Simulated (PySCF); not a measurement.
# Fractional electron number in Cu²⁺ (copper, charge +2)

The 3d beta orbital of [Ar] 3d9 is emptied in steps (occupation f), with all orbitals relaxed, ending at [Ar] 3d8. Computed with PySCF 2.14 in def2-TZVP (6s4p4d1f, 45 functions), with no relativity, point nucleus. The exact energy is a straight line in f; departures are measured from the line between the end points of the same method.

```
  f  BHandHLYP (eV)  wB97X (eV)  r2SCAN0 (eV)
  1           0.000       0.000         0.000
0.9          -0.234      -0.304        -0.474
0.7          -0.559      -0.720        -1.109
0.5          -0.680      -0.869        -1.323
0.3          -0.582      -0.739        -1.112
0.1          -0.254      -0.320        -0.477
  0           0.000       0.000         0.000
```

Task: For r2SCAN0, how does the orbital energy at f = 1 compare with the removal energy?

Result: −ε = 31.261 eV against a total-energy difference of 36.510 eV. By Janak's theorem ε = ∂E/∂f, so the gap between them reflects the curvature. Along the path −ε is 32.290 (f = 0.9), 34.383 (f = 0.7), 36.501 (f = 0.5), 38.625 (f = 0.3), 40.747 (f = 0.1) eV.

| method | E(f=0) − E(f=1) (eV) | −ε at f=1 (eV) | −ε at f=0.5 (eV) |
| --- | --- | --- | --- |
| BHandHLYP | 36.591 | 34.016 | 36.524 |
| wB97X | 37.034 | 33.689 | 36.978 |
| r2SCAN0 | 36.510 | 31.261 | 36.501 |

Reference removal energy between the ground levels: 36.841 ± 0.012 eV (measured; NIST Atomic Spectra Database, ionization energies). The calculation has no spin-orbit coupling. The determinant left behind need not be the lowest term of the ion.
